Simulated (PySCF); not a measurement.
## Dipole response of Pb³⁺ (lead, charge +3)

[Xe] 4f14 5d10 6s1, 2S determinant. Calculation: PySCF 2.14, in aug-cc-pwCVTZ-DK3; the spin-free X2C one-electron Hamiltonian (Gaussian nucleus). Coupled (time-dependent) response in atomic units; α is the mean over directions.

```json
{"method": "PBE", "mean α (bohr³)": "8.497", "C₆ (like pair)": "47.70", "S(−4)": "24.16"}
```

S(−4) is the Cauchy moment in α(ω) = α(0) + S(−4) ω² + …

α(iu) at PBE:

```tsv
u (hartree)	α(iu) (bohr³)
0	8.497
0.0500	8.438
0.100	8.267
0.200	7.687
0.300	6.974
0.500	5.669
0.750	4.508
1.00	3.708
1.50	2.667
2.00	2.010
3.00	1.244
5.00	0.5961
```

A single London oscillator, α(iu) = α/(1 + u²/ω²), gives C₆ = (3/4) ω α². Matching the computed C₆ needs ω = 4 × 47.70 / (3 × 8.497²) = 0.881 hartree.

For an ion, C₆ is the dispersion term alone; charge-induced terms of lower order in 1/R come first.

Spin-orbit coupling, which splits the p, d and f shells strongly at this Z, is absent.
